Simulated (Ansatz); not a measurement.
Reaction (isomerisation): `NC(S)C[SiH3]` → `CNC([SiH3])S`

Calculated with Ansatz (gas phase, PBE0-D4/def2-TZVP geometries, no zero-point term in ΔE). CCSD(T)/CBS is the MP2 limit (def2-TZVPP, def2-QZVPP) plus CCSD(T) − MP2 in def2-TZVPP, frozen cores. Functionals use def2-TZVPP. Each species was taken in one conformer, which may not be the lowest.

(1) Is it downhill or uphill in electronic energy at CCSD(T)/CBS, and by how much? (An estimate is asked.)

(2) What do these levels give: PBE, HF/def2-TZVPP, SCS-MP2/def2-TZVPP, SCS-MP2/def2-QZVPP, MP2/CBS(def2), CCSD/CBS(def2)? (Best estimate.)

Largest T1 diagnostic among the species: 0.011.

Answers

(1) Computed: Uphill: ΔE = +0.43 eV.

(2) Ansatz gave: PBE 0.38, HF/def2-TZVPP 0.40, SCS-MP2/def2-TZVPP 0.42, SCS-MP2/def2-QZVPP 0.42, MP2/CBS(def2) 0.45, CCSD/CBS(def2) 0.43 eV.
